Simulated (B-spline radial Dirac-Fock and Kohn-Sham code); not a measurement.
Z = 15 (phosphorus), transition energy 693 keV. Model: a Dirac-Hartree-Slater potential of the neutral atom with a Latter tail (no hole, which puts coefficients of high multipoles low close above an edge), finite nucleus with surface currents. Program: a radial finite-basis atomic code. Subshells that would emit electrons below 1 keV are left out.

Question: A pure transition shows α(K) = 0.000832, L1/L2 = 103 and L1/L3 = 162. What is its multipolarity?
A. M2
B. E2
C. M4
D. M1
E. M3
F. E3
G. E4
H. E1

Answer: C. For comparison, α(K), L1/L2, L1/L3 are E1 3.53e-05, 637, 260; E2 0.000101, 302, 229; E3 0.000259, 148, 172; E4 0.000644, 83.4, 122; M1 5.27e-05, 421, 473; M2 0.000136, 235, 477; M3 0.000338, 149, 292.

Values without a named source are computed, but for edge energies of neutral atoms, which are taken from tables.
